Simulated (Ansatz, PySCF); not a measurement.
vinylidene fluoride (C2H2F2), SMILES C=C(F)F. Atoms are numbered in the order given.

```xyz
6

C      0.0000     0.0000     1.3839
C      0.0000     0.0000     0.0602
F      0.0000     1.0734    -0.6914
F      0.0000    -1.0734    -0.6914
H      0.0000    -0.9458     1.9220
H      0.0000     0.9458     1.9220
```
Charge 0, spin multiplicity 1.

Geometry: PBE0-D3(BJ)/def2-SVP.

Two levels are set side by side: PBE-D3(BJ)/def2-SVP (Ansatz, a program for electronic structure) and PBE0-D3(BJ)/def2-SVP (Ansatz). Each level has its own optimised geometry; the coordinates shown are those of the second. Frequencies come from the Hessian of PySCF at each geometry. Differences are taken from unrounded values.

```tsv
quantity	PBE0-D3(BJ)
mean bond length (Å)	1.224
bond C1–C2 (Å)	1.324
bond C2–F3 (Å)	1.310
bond C2–F4 (Å)	1.310
bond C1–H5 (Å)	1.088
bond C1–H6 (Å)	1.088
highest harmonic wavenumber (cm⁻¹)	3341
mean harmonic wavenumber (cm⁻¹)	1358
zero-point energy (kcal/mol)	23.29
```

What does PBE-D3(BJ) give, and how far is it from PBE0-D3(BJ)? (The exact figures need the calculation; the answer reports its results.)


```
quantity                            PBE-D3(BJ)  PBE-D3(BJ) minus PBE0-D3(BJ)
----------------------------------  ----------  ----------------------------
mean bond length (Å)                     1.236                         0.012
bond C1–C2 (Å)                           1.336                         0.012
bond C2–F3 (Å)                           1.326                         0.016
bond C2–F4 (Å)                           1.326                         0.016
bond C1–H5 (Å)                           1.096                         0.008
bond C1–H6 (Å)                           1.096                         0.008
highest harmonic wavenumber (cm⁻¹)        3249                           -92
mean harmonic wavenumber (cm⁻¹)           1305                           -53
zero-point energy (kcal/mol)             22.39                         -0.90
```

GGA bonds tend to be longer and softer than those of functionals with exact exchange. Differences between two approximate levels are no errors against the true value.
